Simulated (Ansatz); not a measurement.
Calculated with Ansatz (gas phase, PBE0-D4/def2-TZVP geometries, no zero-point term in ΔE). CCSD(T)/CBS is the MP2 limit (def2-TZVPP, def2-QZVPP) plus CCSD(T) − MP2 in def2-TZVPP, frozen cores. DFT in def2-TZVPP. Each species was taken in one conformer, which may not be the lowest.

`CC(C)C(C)(C)C` + `CC(C)N` → `CC(C)NC(C)(C)C` + `CCC`  (substitution at a C–C bond)

Is it downhill or uphill in electronic energy at CCSD(T)/CBS, and by how much? (An estimate is asked.)

Ansatz gave: Uphill: ΔE = +6.7 kcal/mol.

What do these levels give: revPBE-D4, B97M-V, r2SCAN, PBE0, HF/def2-TZVPP, MP2/CBS(def2)? (An estimate is asked.)

Computed: revPBE-D4 5.3, B97M-V 5.8, r2SCAN 5.3, PBE0 5.1, HF/def2-TZVPP 3.6, MP2/CBS(def2) 7.6 kcal/mol.

Largest T1 diagnostic among the species: 0.009.

At CCSD(T), def2-SVP lies −2.6 kcal/mol from the extrapolated value and def2-TZVPP −0.3 kcal/mol. Leaving LDA and LC-ωPBE aside and taking each functional with its dispersion term where it has one, the values, not all of them listed here, spread over 2.0 kcal/mol, from BLYP-D4 to PBE-QIDH. LDA lies +1.1 kcal/mol from PBE without D4. In def2-TZVPP, CCSD(T) changes the Hartree–Fock value by +2.8 kcal/mol (the triples alone add +0.2 kcal/mol) and MP2 by +3.7 kcal/mol.
